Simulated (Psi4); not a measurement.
**Nuclear repulsion and electron count by hand**

System: singlet silylene (H2Si), singlet, at a GFN2-xTB geometry. Level: HF/6-311++G** in Psi4. Sums are taken with unrounded values, so a last digit can differ.

Coordinates (Å):

```
atom         x         y         z
----  --------  --------  --------
Si1   -0.00667  -0.00278   0.12276
H2     0.04779   1.13172  -0.83407
H3     0.04557  -1.09281  -0.88456
```

### Question
Work out the nuclear repulsion energy and the numbers of alpha and beta electrons.

### Answer
In atomic units each pair adds Z_i Z_j / r_ij, with r in bohr (1 bohr = 0.529177 Å).
| pair | r (Å) | r (bohr) | Z_i Z_j | term (Eh) |
|---|---|---|---|---|
| Si1-H2 | 1.4851 | 2.8065 | 14 | 4.9885 |
| Si1-H3 | 1.4851 | 2.8065 | 14 | 4.9885 |
| H2-H3 | 2.2251 | 4.2048 | 1 | 0.2378 |
The sum is 10.2148 Eh; Psi4 gives 10.2148 Eh. The atomic numbers add up to 16, so at charge +0 there are 16 electrons; multiplicity 1 means 0 unpaired, so 8 alpha and 8 beta.
